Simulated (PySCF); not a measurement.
Cartesian coordinates (Å):
```xyz
21

Hf     0.1280     0.6441    -0.0211
O      1.5239     0.1009    -1.2661
C      2.5164    -0.3010    -2.1575
H      2.0811    -0.6138    -3.1355
H      3.0968    -1.1646    -1.7561
H      3.2383     0.5248    -2.3597
O     -0.8229     2.1843    -0.7395
C     -1.5056     3.2800    -1.2628
H     -2.5062     2.9841    -1.6567
H     -0.9388     3.7484    -2.1016
H     -1.6683     4.0646    -0.4870
O     -1.1245    -0.8242     0.2382
C     -2.0386    -1.8559     0.4394
H     -2.2526    -2.0027     1.5242
H     -1.6532    -2.8227     0.0386
H     -3.0083    -1.6436    -0.0692
O      0.9301     1.1176     1.6888
C      1.4887     1.4848     2.9109
H      2.5610     1.1845     2.9729
H      0.9542     1.0017     3.7624
H      1.4388     2.5884     3.0649
```
Charge 0, spin multiplicity 1.

Problem. Predict the HOMO–LUMO gap, dipole moment, total energy, LUMO, HOMO and charge on the central atom (Mulliken) from TPSSh-D3(BJ)/def2-TZVP // BP86-D3(BJ)/def2-SVP (PySCF).

Solution. 
The HOMO–LUMO gap is 6.68 eV. The dipole moment is 0.04 D and the total energy comes out as -13850.79 eV. The LUMO is -0.01 eV and the HOMO is -6.69 eV. The charge on the central atom (Mulliken) is 1.50 e.
